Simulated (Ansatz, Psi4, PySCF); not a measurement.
Zn (SMILES [Zn]), singlet. Base run: BHANDHLYP/def2-SVP in PySCF.

PySCF was given this input:
```python
from pyscf import gto, scf, dft

mol = gto.M(
    atom='''
Zn    0.00000000    0.00000000    0.00000000
''',
    basis='def2-svp',
    verbose=4,
)

mf = dft.RKS(mol)
mf.xc = 'bhandhlyp'
mf.kernel()
```

The same geometry, method and basis name were run in Ansatz (an electronic-structure program) and Psi4 and PySCF, at each program's defaults and at the settings that a row names. The base is PySCF at its defaults. Differences at the defaults can come from grids, fitting, cores and function types together.

```
code and settings                                                                             ΔE vs base (mEh)  basis functions       E (Eh)  SCF cycles
--------------------------------------------------------------------------------------------  ----------------  ---------------  -----------  ----------
PySCF, defaults (exact integrals, its default grid, spherical functions)                                 0.000               31  -1779.10121           5
Psi4, defaults (density fitting with its default set, its default grid, spherical functions)             0.033               31  -1779.10117           9
Ansatz, defaults (factorised integrals, its default grid, spherical functions)                           0.000               31  -1779.10121           -
PySCF, density fitting with def2-universal-jkfit                                                         0.020               31  -1779.10119           5
PySCF, fine grid                                                                                         0.000               31  -1779.10121           5
Psi4, exact integrals, spherical functions, fine grid                                                    0.001               31  -1779.10121          12
Ansatz, high accuracy                                                                                    0.000               31  -1779.10121           -
```
